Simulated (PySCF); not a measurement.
Mapped SMILES: `[CH3:1][S:2][Si@@:3]1([CH3:4])[CH2:5][CH2:6][C@@H:7]1[C:8]#[N:9]`; H(Xn) means a hydrogen on atom n. Ha(C5), Ha(C6) are cis to C8 on the ring; Hb(C5), Hb(C6) are trans to C8 on the ring.

PySCF calculation with geometry from PBE0-D3(BJ)/def2-SVP and σ from GIAO-PBE0/pcSseg-1; single conformer, no solvent, relativity neglected, one averaged value for each set of equivalent atoms.

Question: Predict the 2D correlation tables (HSQC, COSY, HMBC).

Answer: 

HSQC (one-bond C–H):
```
           δH         δC
2.50 (Hb(C6))  24.2 (C6)
 1.98 (H(C7))  18.6 (C7)
 1.94 (H(C1))  12.8 (C1)
1.78 (Ha(C6))  24.2 (C6)
1.19 (Hb(C5))  20.5 (C5)
1.17 (Ha(C5))  20.5 (C5)
 0.66 (H(C4))  -4.5 (C4)
```

COSY cross peaks (H two or three bonds apart, from the bond graph; peaks can be absent where the dihedral angle is near 90°):
```
           δH             δH
2.50 (Hb(C6))   1.98 (H(C7))
2.50 (Hb(C6))  1.78 (Ha(C6))
2.50 (Hb(C6))  1.19 (Hb(C5))
2.50 (Hb(C6))  1.17 (Ha(C5))
 1.98 (H(C7))  1.78 (Ha(C6))
1.78 (Ha(C6))  1.19 (Hb(C5))
1.78 (Ha(C6))  1.17 (Ha(C5))
1.19 (Hb(C5))  1.17 (Ha(C5))
```

HMBC (two and three bonds, from the bond graph):
```
           δH                                           δC
2.50 (Hb(C6))             124.6 (C8), 20.5 (C5), 18.6 (C7)
 1.98 (H(C7))  124.6 (C8), 24.2 (C6), 20.5 (C5), -4.5 (C4)
1.78 (Ha(C6))             124.6 (C8), 20.5 (C5), 18.6 (C7)
1.19 (Hb(C5))              24.2 (C6), 18.6 (C7), -4.5 (C4)
1.17 (Ha(C5))              24.2 (C6), 18.6 (C7), -4.5 (C4)
 0.66 (H(C4))                         20.5 (C5), 18.6 (C7)
```

δ = σ(ref) − σ, references computed at the same level: $^{1}$H and $^{13}$C vs TMS.

Short H···H contacts in this conformer between protons four or more bonds apart (candidates for NOE cross peaks, intensity ∝ r⁻⁶): H(C1)···H(C4) 2.65 Å.

Shifts are as computed. Against solution values, carbons near 30 ppm lie about +2 ppm off and those near 130 ppm about +5 ppm. Of 1211 compounds with measured shifts, 218 miss one by over three times the rms of a fit or turn the order of signals round; such compounds aren't used in these exercises.
